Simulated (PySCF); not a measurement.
**Excitation energy of Cl(2+) by level of theory**

Cl(2+) [Ne] 3s2 3p3 (4S) → Cl(2+) [Ne] 3s2 3p2 4s1 (4P), as a difference of total energies. Computed with PySCF 2.14 in aug-cc-pCVTZ-DK with one added diffuse shell each of s, p, d, f type (9s8p6d4f, 91 functions), with the spin-free X2C one-electron Hamiltonian (Gaussian nucleus). Correlated levels: valence and next inner shell: 1s2 frozen. The calculations carry no spin-orbit coupling.

| method | excitation energy (eV) |
| --- | --- |
| UHF | 21.536 |
| MP2 (valence and next inner shell) | 21.725 |
| SCS-MP2 (valence and next inner shell) | 21.650 |
| CCSD (valence and next inner shell) | 21.658 |
| CCSD(T) (valence and next inner shell) | 21.631 |

Q: How much does correlation contribute at CCSD(T) (valence and next inner shell)?

A: 21.631 − (21.536) = 0.095 eV, measured against UHF.

A first-order spin-orbit estimate (lowest level to lowest level, LS coupling) adds -0.082 eV.

The promoted electron is Rydberg-like, and one or two diffuse shells describe it only roughly, which tends to raise the upper state.
